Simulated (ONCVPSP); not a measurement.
**Ranking ONCV potentials for Co**

All share these settings but for the change named:

```json
{
  "Element": "Co (Z = 27)",
  "Generator": "ONCVPSP 4.0.1",
  "Type": "optimised norm-conserving Vanderbilt (ONCV)",
  "Functional": "PBE",
  "Relativity": "non-relativistic",
  "Frozen core": "[Ne]",
  "Valence charge": "17",
  "Reference configuration": "3s2 3p6 3d8 4s1",
  "Partial waves": "3s+4s: rc 1.55 bohr, ncon 3, nbas 6, qcut 8.4 1/bohr, 2 projectors; 3p: rc 0.85 bohr, ncon 3, nbas 6, qcut 8.6 1/bohr, 1 projector; 3d: rc 0.85 bohr, ncon 3, nbas 8, qcut 15.8 1/bohr, local",
  "Local potential": "the d channel",
  "Core correction": "Teter function, fcfact 4, rcfact 1.65"
}
```

Test errors are all-electron minus pseudo excitation energies from the reference, over 3s2 3p6 3d7 4s2; 3s2 3p6 3d7 4s1; 3s2 3p6 3d7 4s0; 3s2 3p6 3d7 4s0 4p2. None of these files shows a bound ghost.

The base gives 3.2 meV.

Of 4 variants that were run, those that failed, showed a ghost or another fault, or gave nearly equal values are left out.

A variant can come out equal or close to the base, since the largest error may sit in a test that the change hardly touches while other tests move.

Question: Rank these variants by their largest absolute test error, smallest first.
A. s: nbas 8
B. functional LDA (Perdew-Zunger)
C. fully relativistic

Answer: C (1.9 meV), A (3.2 meV), B (3.6 meV).
